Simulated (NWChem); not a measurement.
The numbers come from NWChem runs, not from measurements. System: AuCl, charge 0, spin multiplicity 1, at a geometry optimised with PBE0/def2-SVP with def2 effective core potentials on Au. The structure started from a generated list of species. Level: CCSD(T)/def2-TZVP with def2 effective core potentials on Au, 9 core orbitals frozen.

Part of the output:

```
             Northwest Computational Chemistry Package (NWChem) 7.3.0
             --------------------------------------------------------

                                NWChem Input Module
                                -------------------

 Scaling coordinates for geometry "geometry" by  1.889725989
 (inverse scale =  0.529177249)

 Turning off AUTOSYM since
 SYMMETRY directive was detected!

                             Geometry "geometry" -> ""
                             -------------------------

 Output coordinates in angstroms (scale by  1.889725989 to convert to a.u.)

  No.       Tag          Charge          X              Y              Z
 ---- ---------------- ---------- -------------- -------------- --------------
    1 Au                  79.0000     0.00000000     0.00000000    -0.39896400
    2 Cl                  17.0000     0.00000000     0.00000000     1.85400900

 Effective nuclear repulsion energy (a.u.)     315.4432145466

            Nuclear Dipole moment (a.u.)
            ----------------------------
        X                 Y               Z
 ---------------- ---------------- ----------------
     0.0000000000     0.0000000000    -0.0000056692

      Symmetry information
      --------------------

 Group name             C2v
 Group number             16
 Group order               4
 No. of unique centers     2

      Symmetry unique atoms

     1    2


 Summary of "ao basis" -> "" (spherical)
 ------------------------------------------------------------------------------
       Tag                 Description            Shells   Functions and Types
 ---------------- ------------------------------  ------  ---------------------
 *                         def2-tzvp                  on all atoms

 Summary of "ao basis" -> "ao basis" (spherical)
 ------------------------------------------------------------------------------
       Tag                 Description            Shells   Functions and Types
 ---------------- ------------------------------  ------  ---------------------
 Au                        def2-tzvp                14       40   6s4p3d1f
 Cl                        def2-tzvp                13       37   5s5p2d1f

                                 NWChem SCF Module
                                 -----------------

  ao basis        = "ao basis"
  functions       =    77
  atoms           =     2
  closed shells   =    18
  open shells     =     0
  charge          =   0.00
[...]
            General Information
            -------------------
      Number of processors :     1
         Wavefunction type : Restricted Hartree-Fock
          No. of electrons :    36
           Alpha electrons :    18
            Beta electrons :    18
           No. of orbitals :   154
            Alpha orbitals :    77
             Beta orbitals :    77
        Alpha frozen cores :     9
         Beta frozen cores :     9
     Alpha frozen virtuals :     0
      Beta frozen virtuals :     0
         Spin multiplicity : singlet
    Number of AO functions :    77
       Number of AO shells :    27
        Use of symmetry is : on
      Symmetry adaption is : on
         Schwarz screening : 0.10D-09

          Correlation Information
          -----------------------
          Calculation type : Coupled-cluster singles & doubles w/ perturbation
   Perturbative correction : (T)
            Max iterations :      100
        Residual threshold : 0.10D-05
     T(0) DIIS level shift : 0.00D+00
     L(0) DIIS level shift : 0.00D+00
     T(1) DIIS level shift : 0.00D+00
     L(1) DIIS level shift : 0.00D+00
     T(R) DIIS level shift : 0.00D+00
     T(I) DIIS level shift : 0.00D+00
   CC-T/L Amplitude update :  5-th order DIIS
                I/O scheme : Global Array Library
        L-threshold :  0.10D-05
        EOM-threshold :  0.10D-05
 no EOMCCSD initial starts read in
 TCE RESTART OPTIONS
 SLICE:      F
 D4D5:       F
 quantumc:   F
 qrotation:  F
 pwtce:      F
 qducc:      F
 nacto:                         0
 nrotv:                         0
 nrot:                          0

            Memory Information
            ------------------
          Available GA space size is     249030871 doubles
          Available MA space size is     104838644 doubles

 Maximum block size supplied by input
 Maximum block size        24 doubles

 tile_dim =     14

 -------------------------------------------------

 Global array virtual files algorithm will be used

 Parallel file system coherency ......... OK

 4-electron integrals stored in orbital form

 v2    file size   =          1203262
 4-index algorithm nr.  13 is used
 imaxsize =       30
 imaxsize ichop =        0


CCSD iterations
 ---------------------------------------------------------
 Iter          Residuum       Correlation     Cpu    Wall
 ---------------------------------------------------------
    1   0.1513670558096  -0.4778320086039     0.7     0.7
    2   0.0348001511019  -0.4684023105762     0.7     0.7
    3   0.0123468793768  -0.4762162553225     0.7     0.7
    4   0.0077217095804  -0.4768827216558     0.6     0.6
    5   0.0046435080802  -0.4775764603303     0.7     0.7
    6   0.0025963596681  -0.4780110559012     0.6     0.6
    7   0.0019332944115  -0.4781483810380     0.7     0.7
    8   0.0012240019814  -0.4781909481848     0.6     0.6
    9   0.0010183217433  -0.4781939486223     0.6     0.6
   10   0.0007143708874  -0.4782261223294     0.7     0.7
   11   0.0001166898495  -0.4782838786237     0.7     0.7
   12   0.0000480493477  -0.4782964289283     0.7     0.7
   13   0.0000252034017  -0.4782974488604     0.7     0.7
   14   0.0000138919842  -0.4782985842046     0.7     0.7
   15   0.0000078817949  -0.4782985506328     0.7     0.7
   16   0.0000029133202  -0.4782988092852     0.7     0.7
   17   0.0000017567979  -0.4782988664515     0.6     0.6
   18   0.0000012546810  -0.4782988687123     0.7     0.7
   19   0.0000009244614  -0.4782988645761     0.7     0.7
 -----------------------------------------------------------------
 Iterations converged
 CCSD correlation energy / hartree =        -0.478298864576129
 CCSD total energy / hartree       =      -594.804563639569665

 Singles contributions

 Doubles contributions
 CCSD(T)
 Using plain CCSD(T) code
             total no. of tasks          925
 total no. of tasks / no. procs          925
                         wl_min          216           2.4
                         wl_max       163072           7.4
        thresh for no. of tasks          925

 CCSD[T]  correction energy / hartree =        -0.017124915080958
 CCSD[T] correlation energy / hartree =        -0.495423779657087
 CCSD[T] total energy / hartree       =      -594.821688554650677
 CCSD(T)  correction energy / hartree =        -0.015554261983208
 CCSD(T) correlation energy / hartree =        -0.493853126559337
 CCSD(T) total energy / hartree       =      -594.820117901552862

 Task  times  cpu:       28.4s     wall:       28.4s

 Total times  cpu:       28.5s     wall:       28.5s
```

Problem. Write an NWChem input that would produce this output.

Solution. One answer among several that fit: 
```
start mol
memory heap 100 mb stack 700 mb global 1900 mb
geometry units angstroms nocenter noautoz
  Au     0.000000     0.000000    -0.398964
  Cl     0.000000     0.000000     1.854009
  symmetry group C2v
end
basis spherical
  * library def2-tzvp
end
ecp
  Au library def2-ecp
end
scf
  rhf
  nopen 0
  maxiter 100
  thresh 1e-7
  semidirect memsize 60000000 filesize 0
end
tce
  freeze core 9
  ccsd(t)
  2eorb
  2emet 13
  thresh 1e-6
  maxiter 100
  tilesize 24
end
task tce energy
```
